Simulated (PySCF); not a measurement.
HP₂, SMILES P#[PH+], charge +1. Geometry: PBE-D3(BJ)/def2-TZVPD. The isomer is the one that the SMILES or the coordinates give; other isomers of the formula were not compared.

The numbers are results of PBE-D3(BJ)/def2-TZVPD (PySCF), not measurements.

Harmonic wavenumbers (cm⁻¹): 116, 116, 784, 2317. Rotational constants (GHz): 8.310 (linear); symmetry number 1.

Question: Work out the zero-point energy and the ideal-gas rigid-rotor harmonic-oscillator thermochemistry at 298.15 K and 1 atm.

Answer: ZPE = ½ Σ hcν = ½ × 3333 cm⁻¹ = 19.94 kJ/mol. H − E(el) = 32.53 kJ/mol. Entropy in J/(mol K): translation 160.41, rotation 63.33, vibration 27.39, total 251.13. G − E(el) = -42.34 kJ/mol. Cp = 48.15 J/(mol K). Modes under 150 cm⁻¹ make the vibrational entropy uncertain.
